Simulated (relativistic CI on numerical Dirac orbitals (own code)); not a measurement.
Method of calculation: Dirac-Coulomb-Breit CI, separate exchange-only KLI orbitals for each configuration, model QED, unscaled Slater integrals (own radial code, finite nucleus).

The strongest absorption lines from the ground level of an ion, among the configurations computed and to levels below about 2440 eV (vacuum wavelength in Å, gf): 5.4771 (0.031), 5.7320 (0.41), 5.7983 (0.054), 5.8669 (1.4), 6.1529 (0.054), 65.157 (0.11).

**Question.** Which ion is it?
A. Kr XXXI
B. Mo XXXVII
C. Kr XXXIII
D. As XXVIII

**Answer.** A. Kr XXXI has 6 electrons and the ground level 2s²2p² ³P0; the strongest line goes to 2s²2p3d ³D°1. The pattern of lines fixes the number of electrons, and along that sequence the line energies rise steadily with the charge (about as its square where n changes within one kind of shell, about linearly where n is kept but much faster in heavy ions where fine structure, which grows about as Z⁴, sets the gap, and irregularly where shells cross), which fixes Z. Configurations outside the model, such as inner-shell arrays, can give stronger lines. At this charge energies of transitions that change n are usually good to better than 1 %, and those within a shell (Δn = 0) to a few per cent.

LS names give the leading component of a level, which can be under half, so a name can repeat, a term be missing and a line seem to break the LS rules.
